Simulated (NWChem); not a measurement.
C$_{5}$H$_{2}$FN; SMILES C#C/C=C(/F)C#N

```xyz
9

C      0.3465    -2.8037     0.0000
C     -0.2689    -1.7427     0.0000
C     -1.0054    -0.5386     0.0000
C     -0.4471     0.7051     0.0000
F     -1.2254     1.7965     0.0000
C      0.9576     0.9766     0.0000
N      2.1056     1.2235     0.0000
H      0.9009    -3.7323     0.0000
H     -2.1085    -0.5808     0.0000
```
Atoms are numbered in this order, from 1.

All runs: NWChem. The geometry was optimised at PBE-D3(BJ)/def2-SVP. Total energies compare along this basis series because the functional is fixed.

```
level              basis functions  energy (Ha)  highest occupied level (eV)  orbital gap (eV)  dipole (D)
-----------------  ---------------  -----------  ---------------------------  ----------------  ----------
B3LYP/cc-pVDZ                  108    -346.2246                        -7.24              4.73        3.04
B3LYP/aug-cc-pVDZ              179    -346.2469                        -7.50              4.68        3.37
B3LYP/cc-pVTZ                  238    -346.3326                        -7.44              4.70        3.27
```
